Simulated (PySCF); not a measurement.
## Tc (technetium, neutral): CAM-B3LYP calculation

Configuration: [Kr] 4d5 5s1 5p1, high-spin 8P determinant (an excited configuration). Calculation: PySCF 2.14, in def2-QZVPPD with the def2 core potential (28 electrons) (7s5p4d4f2g, 88 functions); a scalar-relativistic core potential.

```
Total energy                                                  : -80.5753 hartree
One-electron energy                                           : -137.2286 hartree
Hartree (Coulomb) energy                                      : 65.4844 hartree
Exchange-correlation energy                                   : -8.8311 hartree
⟨S²⟩                                                          : 15.7501
⟨L²⟩                                                          : 2.010
Sum of ⟨r⟩                                                    : 25.27 bohr
Sum of ⟨r²⟩                                                   : 61.99 bohr²
Traceless quadrupole moment −½Σ⟨3z² − r²⟩ along its main axis : -8.85 e·bohr²
```

```tsv
shell	electrons	mean orbital energy (hartree)	spread (hartree)	rms radius, mean of both spins (bohr)
4s α	1	-3.04891	0	1.13
4s β	1	-2.89278	0	1.13
4p α	3	-1.98545	0.00599	1.26
4p β	3	-1.80485	0.00935	1.26
4d α	5	-0.43584	0.00833	1.86
5s α	1	-0.31384	0	3.40
5p α	1	-0.14726	0	4.59
```

Energies and moments cover only the electrons outside the core potential.
